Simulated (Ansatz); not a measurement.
One change: `[NH2][AlH][C](=O)O[SiH3]` becomes `O=[C]([AlH2])O[SiH3]`.

Ansatz, PBE0-D4/def2-TZVP geometries, multiplicity 1. Each molecule was computed in one conformer, which needn't be the lowest.

```
                                      property  `[NH2][AlH][C](=O)O[SiH3]`
         LUMO energy (ωB97M-V/def2-TZVPP) / eV                        0.29
         HOMO–LUMO gap (B3LYP/def2-TZVPP) / eV                        5.52
           LUMO energy (B3LYP/def2-TZVPP) / eV                       -1.78
             HOMO energy (PBE/def2-TZVPP) / eV                       -6.09
            LUMO energy (PBE0/def2-TZVPP) / eV                       -1.57
size of the dipole moment (PBE/def2-TZVPP) / D                        2.73
```

**Question.** Give the same properties after the change, and the shifts. (Best estimate.)

**Answer.** Ansatz gave: 
```csv
property,`O=[C]([AlH2])O[SiH3]`,shift
LUMO energy (ωB97M-V/def2-TZVPP) / eV,-0.67,-0.96
HOMO–LUMO gap (B3LYP/def2-TZVPP) / eV,4.76,-0.76
LUMO energy (B3LYP/def2-TZVPP) / eV,-2.63,-0.85
HOMO energy (PBE/def2-TZVPP) / eV,-6.19,-0.10
LUMO energy (PBE0/def2-TZVPP) / eV,-2.40,-0.83
size of the dipole moment (PBE/def2-TZVPP) / D,1.26,-1.47
```

With PBE0 the HOMO falls by 0.07 eV and the LUMO falls by 0.83 eV, so the gap narrows by about 0.76 eV. PBE moves the HOMO by -0.10 eV and ωB97M-V by -0.05 eV. Dipoles are sizes alone; their direction can turn.

B3LYP here is the variant with VWN-RPA as its local correlation; programs differ in this.
